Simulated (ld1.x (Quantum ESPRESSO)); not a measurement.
# Transferability test, RRKJ potential for N

* Element: N
* Generator: ld1.x (Quantum ESPRESSO) 7.5
* Type: norm-conserving RRKJ (Kleinman–Bylander form)
* Functional: LDA (PZ)
* Relativity: non-relativistic
* Frozen core: [He]
* Valence charge: 5
* Reference configuration: 2s2 2p3
* Partial waves: 2p (bound): rc 1.62 bohr; 2s (bound): rc 0.76 bohr
* Local potential: the s channel
* Core correction: none

Energies are relative to the spin-unpolarised reference configuration 2s2 2p3; without spin polarisation the order of configurations can differ from experiment. Spin-polarised rows fill each open shell by Hund’s rule, majority spin first.

```json
{"valence configuration": "2s2 2p2", "charge": "+1", "ΔE all-electron (eV)": "13.737", "error AE − PS (meV)": "+23"}
{"valence configuration": "2s2 2p1", "charge": "+2", "ΔE all-electron (eV)": "42.712", "error AE − PS (meV)": "+227"}
{"valence configuration": "2s2 2p0", "charge": "+3", "ΔE all-electron (eV)": "89.879", "error AE − PS (meV)": "+1012"}
{"valence configuration": "2s1 2p0", "charge": "+4", "ΔE all-electron (eV)": "167.304", "error AE − PS (meV)": "+1808"}
{"valence configuration": "2s2 2p3.3", "charge": "-0.3", "ΔE all-electron (eV)": "-1.667", "error AE − PS (meV)": "+0.2"}
{"valence configuration": "2s0 2p5", "charge": "0", "ΔE all-electron (eV)": "22.393", "error AE − PS (meV)": "+51"}
{"valence configuration": "2s1 2p3", "charge": "+1", "ΔE all-electron (eV)": "25.157", "error AE − PS (meV)": "-25"}
{"valence configuration": "2s2 2p3 (spin-polarised)", "charge": "0", "ΔE all-electron (eV)": "-2.893", "error AE − PS (meV)": "+226"}
{"valence configuration": "2s2 2p2 (spin-polarised)", "charge": "+1", "ΔE all-electron (eV)": "12.049", "error AE − PS (meV)": "+163"}
```
